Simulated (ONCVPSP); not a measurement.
## aluminium (Al): excitation energies, all-electron against ONCV

ONCVPSP 4.0.1 input, shortened (lines: element, Z, core and valence counts, functional; n l f; lmax; l rc ep ncon nbas qcut; lloc lpopt rc5 dvloc0; l nproj debl; icmod fcfact rcfact), LDA (Perdew-Wang 92), scalar-relativistic:

```
  Al 13.00    3    2  -001012      upf
    1    0    2.00
    2    0    2.00
    2    1    6.00
    3    0    1.50
    3    1    1.50
    2
    0    1.60    0.00    4    7    5.20
    1    2.35    0.00    4    7    3.40
    2    1.90    0.46    4    7    5.50
    4    2    1.15    4.00
    0    2    0.50
    1    2    0.70
    2    2    1.90
    0    0.00    0.00
```

Energies are relative to the spin-unpolarised reference configuration 3s1.5 3p1.5; without spin polarisation the order of configurations can differ from experiment.

```
valence configuration  charge  ΔE all-electron (eV)  error AE − PS (meV)
              3s2 3p1       0                -2.551                 +1.8
              3s2 3p0      +1                 3.290                 +0.8
              3s1 3p0      +2                22.660                  +62
              3s1 3p1      +1                 9.109                 +9.3
```

Levels in the configuration 3s1 3p0:

| level | all-electron (eV) | pseudo (eV) |
| --- | --- | --- |
| 3s | -23.929 | -23.764 |

Note: ghosts flagged at negative energy: s at -93.1 eV; no localised positive-energy state flagged. A true bound ghost makes a file unfit for plane-wave use.
